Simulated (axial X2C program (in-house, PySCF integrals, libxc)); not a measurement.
**Correcting the dissociation energy of BeS for spin–orbit coupling**

A spin-free CCSD(T) curve (one-electron X2C) was computed with an in-house all-electron X2C program for linear molecules (integrals from PySCF), basis S dyall-av3z [9s8p3d2f], Be dyall-cv3z [8s8p3d1f] (cores contracted in-house), for the state M_S = 0, Λ = 0 (closed shell). It gives D0 = 3.044 eV to S + Be, which in a spin-free picture are the weighted means of the ground terms.

Correlated methods: 8 electrons correlated (number of frozen shells: S 2 s, 1 p; Be 1 s), 176 virtual spin orbitals or spinors in MP2, 88 natural virtuals in coupled cluster.

Measured levels of the ground terms (NIST Handbook of Basic Atomic Spectroscopic Data), in cm⁻¹: S 3P: J = 2 at 0, J = 1 at 396.1, J = 0 at 573.6; Be 1S: J = 0 at 0.

The molecular state has Λ = 0, so it has no first-order lowering.

Problem. How far does each ground level lie under the (2J+1)-weighted mean of its term?

Solution. S: (5 × 0 + 3 × 396.1 + 1 × 573.6)/9 = 196 cm⁻¹; Be: a single level, 0.

Problem. Correct D0.

Solution. D0 = 3.044 + (0 − 196)/8065.5 = 3.020 eV at CCSD(T) with these spin–orbit terms. The direct two-component run gives 3.019 eV; the difference holds second-order terms in the molecule, scalar two-electron terms, the gap between measured and computed atomic splittings (a 2c atom can miss part of its lowering) and, in coupled cluster, the truncation of each run.

Second-order spin–orbit effects in the molecule, which grow quickly with Z, are left out. Occupations by symmetry block were frozen at the best pattern of an incomplete PBE0 search. De is counted from the lowest determinant-based energies of the atoms at the same level, without counterpoise correction. CCSD and (T) use frozen natural virtuals with an MP2 correction for the truncation; (T) itself is uncorrected, so its De runs slightly low.
